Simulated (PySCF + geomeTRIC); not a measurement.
Species: C₄H₆O, SMILES `O=CC1CC1` (O–C–C–C torsion 147°) (charge 0, multiplicity 1).

Problem. Give a relaxed geometry from TPSSh-D3(BJ)/def2-TZVP (PySCF + geomeTRIC).

Solution. This is not unique; one that fits is the end point of this relaxation, one of several conformers (outside a Z-matrix the atoms follow the SMILES, hydrogens last).
Cartesian coordinates (Å) in one orientation:
```xyz
11

O      2.328    -1.165    -0.570
C      1.443    -0.591     0.021
C      0.129    -0.243    -0.545
C     -0.521     1.041    -0.053
C     -1.062    -0.265     0.401
H      1.577    -0.277     1.083
H     -0.029    -0.535    -1.575
H      0.041     1.636     0.657
H     -1.071     1.611    -0.789
H     -0.872    -0.569     1.423
H     -1.995    -0.620    -0.014
```
